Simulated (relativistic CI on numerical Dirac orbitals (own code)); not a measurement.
Calculated at this level of theory: Dirac-Coulomb-Breit CI, KLI orbitals optimised for each configuration, QED by a radiative potential, unscaled Slater integrals (own radial code, finite nucleus).

CI space (outside the closed core 1s2): 2s²2p⁶, 2s²2p⁵3s, 2s²2p⁵3p, 2s²2p⁵3d, 2s2p⁶3s, 2s2p⁶3p, 2s2p⁶3d, 2s²2p⁵4s, 2s²2p⁵4p, 2s²2p⁵4d, 2s²2p⁵4f, 2s²2p⁴3s², 2s2p⁶4s, 2s2p⁶4p, 2s²2p⁴3s3p, 2s2p⁶4d, 2s²2p⁵5s, 2s2p⁶4f, 2s²2p⁵5p, 2s²2p⁵5d, 2s²2p⁵5f, 2s²2p⁴3s3d, 2s²2p⁵5g, 2s²2p⁴3p², 2s²2p⁴3p3d, 2s2p⁵3s², 2s²2p⁴3d², 2s2p⁵3s3p, 2s2p⁵3s3d, 2s2p⁵3p², 2s2p⁶5s, 2s2p⁶5p, 2s2p⁶5d, 2s2p⁵3p3d, 2s2p⁶5f, 2s2p⁶5g. Levels of other configurations are missing.

At this charge energies of transitions that change n are usually good to better than 1 %, and those within a shell (Δn = 0) to a few per cent.

Outline of the computed level scheme of Tb LVI. Lowest level of each configuration: 2s²2p⁶ ¹S0 at 0.00 eV; 2s²2p⁵3s ³P°2 at 6307.60 eV; 2s²2p⁵3p ³P1 at 6429.42 eV; 2s²2p⁵3d ³P°0 at 6771.29 eV; 2s2p⁶3s ³S1 at 7480.21 eV; 2s2p⁶3p ³P°0 at 7599.81 eV; 2s2p⁶3d ³D1 at 7947.76 eV; 2s²2p⁵4s ³P°2 at 8744.94 eV; 2s²2p⁵4p ³P1 at 8795.42 eV.

Some strong electric-dipole decays among the lowest 45 levels: 2s²2p⁵3d ¹P°1 → 2s²2p⁶ ¹S0 (1.6e+15 s⁻¹); 2s²2p⁵3d ³D°1 → 2s²2p⁶ ¹S0 (1.2e+15 s⁻¹); 2s2p⁶3p ¹P°1 → 2s²2p⁶ ¹S0 (2.6e+14 s⁻¹); 2s²2p⁵3s ¹P°1 → 2s²2p⁶ ¹S0 (8.4e+13 s⁻¹); 2s²2p⁵4p ³P1 → 2s²2p⁵3s ³P°2 (3.0e+13 s⁻¹); 2s²2p⁵4s ¹P°1 → 2s²2p⁶ ¹S0 (2.9e+13 s⁻¹); 2s²2p⁵4p ³D3 → 2s²2p⁵3s ³P°2 (2.5e+13 s⁻¹); 2s²2p⁵4p ¹S0 → 2s²2p⁵3s ¹P°1 (2.3e+13 s⁻¹).

LS names give the leading component of a level, which can be under half, so a name can repeat, a term be missing and a line seem to break the LS rules.
